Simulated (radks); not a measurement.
Problem. The mean radii <r> (bohr) of the occupied orbitals of an atom or ion are listed with their occupations. All-electron calculation, Dirac Kohn-Sham, PBE, spin-unpolarised, spherical densities, point nucleus. Program: a radial shooting solver on a logarithmic mesh with Libxc functionals.

| orbital | occ. | <r> |
|---|---|---|
| 1s1/2 | 2 | 0.01966 |
| 2s1/2 | 2 | 0.08274 |
| 2p1/2 | 2 | 0.06872 |
| 2p3/2 | 4 | 0.07622 |
| 3s1/2 | 2 | 0.2162 |
| 3p1/2 | 2 | 0.2061 |
| 3p3/2 | 4 | 0.2201 |
| 3d3/2 | 4 | 0.1935 |
| 3d5/2 | 6 | 0.1978 |
| 4s1/2 | 2 | 0.4878 |
| 4p1/2 | 2 | 0.4956 |
| 4p3/2 | 4 | 0.5280 |
| 4d3/2 | 4 | 0.5533 |
| 4d5/2 | 6 | 0.5648 |
| 5s1/2 | 2 | 1.211 |
| 5p1/2 | 2 | 1.372 |
| 5p3/2 | 4 | 1.493 |
| 4f5/2 | 6 | 0.7779 |
| 4f7/2 | 8 | 0.8028 |
| 5d3/2 | 1 | 2.943 |

Name the element and its charge. Open shells, if any, fill j = l - 1/2 first.

Solution. Z = 70, ytterbium, charge +1: Yb+ in [Xe] 4f14 5d1. The 1s radius gives Z: for a bare nucleus <r> = (2 gamma + 1)/(2Z) with gamma = sqrt(1 - (Z/c)^2), 0.01942 bohr for Z = 70, and screening makes it slightly larger (0.01966 here). The occupations add up to 69, and the charge is Z minus that.
